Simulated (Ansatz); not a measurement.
Reactions of Ge$_{3}$H$_{10}$Si, SMILES `[GeH3][SiH2][GeH2][GeH3]`.

Gas-phase electronic energies from Ansatz, PBE0-D4/def2-TZVP geometries. CBS: MP2 limit from def2 TZ/QZ plus the TZ coupled-cluster correction, frozen cores. This one scheme is used for every species. Functionals use def2-TZVPP. For Ge outer-core shells are correlated without core-valence functions, which leaves a few kJ/mol of doubt a bond. Scalar relativity is left out up to krypton. Each species was taken in one conformer, which may not be the lowest.

```csv
reaction,ωB97M-V (kJ/mol),revPBE-D4 (kJ/mol)
`[GeH3][SiH2][GeH2][GeH3]` + `[AlH2][SiH2][GeH3]` → `[GeH3][SiH2][GeH2][SiH2][GeH3]` + `[AlH2][GeH3]`,-10,-7
`[GeH3][SiH2][GeH2][GeH3]` + `[SiH3][GeH3]` → `[SiH3][GeH2][GeH2][SiH2][GeH3]` + GeH₄,-8,-9
`[GeH3][SiH2][GeH2][GeH3]` + `[SiH3][GeH2][SiH2][GeH2][SiH2][GeH3]` → `[SiH3][GeH2][SiH2][GeH2][GeH3]` + `[GeH3][SiH2][GeH2][SiH2][GeH3]`,0,0
`[GeH3][SiH2][GeH2][GeH3]` + `[SiH3][GeH2][SiH2][GeH2][SiH2][GeH3]` → `[SiH3][GeH2][GeH2][SiH2][GeH3]` + `[GeH3][SiH2][GeH2][SiH2][GeH3]`,0,0
`[GeH3][SiH2][GeH2][GeH3]` + `[NH2][AlH2]` → `[AlH2][NH][SiH2][GeH3]` + digermane,-22,-9
`[GeH3][SiH2][GeH2][GeH3]` + `CCl` → `Cl[CH2][GeH3]` + `[GeH3][SiH2][GeH3]`,59,63
`[GeH3][SiH2][GeH2][GeH3]` + `[GeH3][GeH2][GeH2][GeH2][GeH3]` → `[GeH3][GeH2][GeH2][GeH2][GeH2][GeH3]` + `[GeH3][SiH2][GeH3]`,-3,-2
`[GeH3][SiH2][GeH2][GeH3]` + `[SiH3][GeH2][SH]` → `S[SiH2][GeH3]` + `[SiH3][GeH2][GeH2][GeH3]`,-26,-22
`[GeH3][SiH2][GeH2][GeH3]` + `[SiH3][GeH3]` → `[GeH3][SiH2][GeH2][SiH2][GeH3]` + GeH₄,7,1
```

Q: Give the CCSD(T)/CBS values in the same order. (An estimate is asked.)

A: Computed: -9, -9, 0, 0, -17, 60, -2, -26, 6 kJ/mol.

Largest T1 diagnostic: 0.013, for `[SiH3][GeH2][SiH2][GeH2][SiH2][GeH3]`.
